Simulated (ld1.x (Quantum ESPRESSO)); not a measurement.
## W (Z = 74): one change to a TM potential, before and after

tungsten, norm-conserving Troullier–Martins (Kleinman–Bylander form), made with ld1.x (Quantum ESPRESSO) 7.5 (BLYP, fully relativistic). Core [Xe] 4f14, reference 5d4 6s2 6p0. Waves: 6s (bound): rc 2.15 bohr; 6p (bound, empty): rc 3.10 bohr; 5d (bound): rc 1.75 bohr. Local part: all-electron potential smoothed inside 2.15 bohr (lloc = -1). Core correction: Bessel-smoothed model core inside 1.45 bohr.

Open shells are filled in proportion to 2j + 1 (rel_dist='average').

Change: wave 6p (bound): rc 3.10 bohr becomes 6p (bound): rc 2.04 bohr.

Cutoffs: the cutoffs (Ry, on a coarse ladder) from which the occupation-weighted sum of valence levels, in a spherical-Bessel basis at the reference potential, stays within 10 and 1 mRy of its value at 400 Ry; they do not see the model core or the augmentation charge, which bear on the density cutoff. Errors are all-electron minus pseudo energies relative to the spin-unpolarised reference configuration.

Q: What does the change do?

A: The potential gets neither clearly harder nor softer (30 Ry and 40 Ry → 30 Ry and 40 Ry); the bound ghosts move from s to p, s; of the 7 tests that both files solve, the error grows in 1 and shrinks in 1 by more than 15 % and 0.3 meV (median size 66.7 → 25.2 meV).

```tsv
quantity	base	changed
cutoff, loose	30 Ry	30 Ry
cutoff, tight	40 Ry	40 Ry
bound ghosts	s	p3/2, s
error for 5d4 6s1 6p0, meV [ΔE 8.82 eV]	-5.5	-5.5
error for 5d4 6s0 6p0, meV [ΔE 24.57 eV]	-24	-24
error for 5d3 6s0 6p0, meV [ΔE 49.90 eV]	-121	-121
error for 5d3 6s2 6p1, meV [ΔE 3.93 eV]	-67	+21
error for 5d3 6s2 6p0, meV [ΔE 8.69 eV]	-73	-73
error for 5d2 6s0 6p0, meV [ΔE 87.05 eV]	-570	-570
error for 5d4 6s0 6p2, meV [ΔE 9.20 eV]	+6.8	-25
```

Base: These tests converged, but a pseudo level misses the all-electron one widely, so the file describes the atom poorly there or has found another state: 5d3 6s0 6p0: empty 6p by 3.3 eV (a node warning on the way). Changed file: The cutoffs count occupied waves only; the empty 6p level needs 60 Ry at the loose tolerance. These tests converged, but a pseudo level misses the all-electron one widely, so the file describes the atom poorly there or has found another state: 5d3 6s0 6p0: empty 6p by 5.5 eV (a node warning on the way); 5d2 6s0 6p0: empty 6p by 6.7 eV (a node warning on the way). A true bound ghost makes a file unfit for plane-wave use even where its test errors are small: the radial tests pick states by their node count and pass the ghost by.
